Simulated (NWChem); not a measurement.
AlH2Br; SMILES [AlH2][Br]

```xyz
4

Al     0.0000     0.0000    -1.5521
H      0.0000     1.3999    -2.2840
H      0.0000    -1.3999    -2.2840
Br     0.0000     0.0000     0.7070
```
Atoms are numbered in this order, from 1.

Program: NWChem. All runs use the structure optimised with PBE0/def2-SVP. Vertical excitations in the gas phase; the lowest state need not have the same character in each row.

Q: Among these, which level gives the lowest value of “lowest excitation, singlet (eV)”?
(A) Hartree-Fock/aug-cc-pVDZ, CIS
(B) B3LYP/aug-cc-pVDZ, TDA
(C) PBE/aug-cc-pVDZ, TDA

A: C, PBE/aug-cc-pVDZ, TDA. Values: PBE/aug-cc-pVDZ, TDA 4.51; B3LYP/aug-cc-pVDZ, TDA 4.91; Hartree-Fock/aug-cc-pVDZ, CIS 6.26
